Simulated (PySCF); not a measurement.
## Calculated data, CH₆BGeN

Computed with PySCF 2.14.0. Calculation on a computer-drawn molecule: optimised geometry and harmonic frequencies of an isolated molecule of the commonest isotopes, restricted reference for singlets and unrestricted otherwise, frozen core in MP2; on germanium a core potential holds 10 electrons, which the energies leave out, and 3d is frozen in MP2 and coupled-cluster steps.

CH₆BGeN

Start structure:
```xyz
10
CH6BGeN
B      0.2079     0.2885     0.8589
C      1.1085     0.5691    -0.3756
Ge     0.1702     1.8791    -1.5349
N      0.2555     3.3262    -0.4330
H     -0.5931    -0.6058     0.7482
H      0.2462     0.8994     1.8035
H      1.3437    -0.2539    -0.9573
H      2.0944     1.1227    -0.0543
H      0.5649     3.3155     0.5621
H     -0.0957     4.2266    -0.6222
```

* charge: 0
* multiplicity: 1
* method: HF
* basis: cc-pVDZ
* basis and core potential on germanium: cc-pVDZ-PP ECP10MDF
* rotational constants: 7.614, 3.575, 2.691 GHz
* total energy: -413.8697 hartree
* convergence status largest gradient component: 3.566e-05 hartree/bohr

Drawn bonds:
```tsv
atom	other atom	order
1	2	1
2	3	1
3	4	1
1	5	1
1	6	1
2	7	1
2	8	1
4	9	1
4	10	1
```

Optimised structure:
```xyz
10
CH6BGeN
B      0.2348     0.3219     0.8397
C      1.1728     0.5470    -0.3648
Ge     0.3590     1.9729    -1.5920
N      0.1731     3.2981    -0.3670
H     -0.6695    -0.4723     0.7810
H      0.3376     0.9777     1.8448
H      1.3043    -0.3201    -1.0153
H      2.1471     0.9783    -0.1076
H      0.4085     3.2591     0.6073
H     -0.1652     4.2047    -0.6306
```

Modes:
```tsv
frequency (cm⁻¹)	reduced mass (dalton)
68.47	2.369
171.9	2.808
232.3	2.076
312.5	1.392
471.1	1.3
489.5	3.741
547.7	1.04
708.8	1.069
725.4	5.263
795.3	1.181
890.4	1.193
989.4	1.211
1055	2.706
1115	1.451
1177	1.248
1335	1.254
1541	1.154
1684	1.117
2642	1.054
2700	1.126
3173	1.06
3247	1.102
3766	1.049
3873	1.098
```
